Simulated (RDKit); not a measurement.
Job for RDKit: MMFF94 on C2H4 (SMILES C=C).

```python
from rdkit import Chem
from rdkit.Chem import AllChem, rdDetermineBonds

blocks = [
'''6

C     0.45191835    0.47742770    0.73907895
C    -0.42315524   -0.51408969    0.63306070
H     1.20961828    0.46828871    1.51332629
H     0.44869161    1.31842951    0.05561793
H    -1.18062605   -0.52778837   -0.14183392
H    -0.39736614   -1.35251528    1.31864640
''',
]
mol = None
for b in blocks:
    f = Chem.MolFromXYZBlock(b)
    rdDetermineBonds.DetermineBonds(f, charge=0)
    mol = f if mol is None else Chem.CombineMols(mol, f)
Chem.SanitizeMol(mol)
print(Chem.MolToSmiles(Chem.RemoveHs(mol)))
ff = AllChem.MMFFGetMoleculeForceField(mol, AllChem.MMFFGetMoleculeProperties(mol), nonBondedThresh=100.0, ignoreInterfragInteractions=False)
e = ff.CalcEnergy()
print(f'MMFF94 energy {e:.6f} kcal/mol')
```

Program output:

```
C=C
MMFF94 energy 8.285225 kcal/mol
```

The run finished.

Cost: about 0.05 core-seconds (a rough figure).
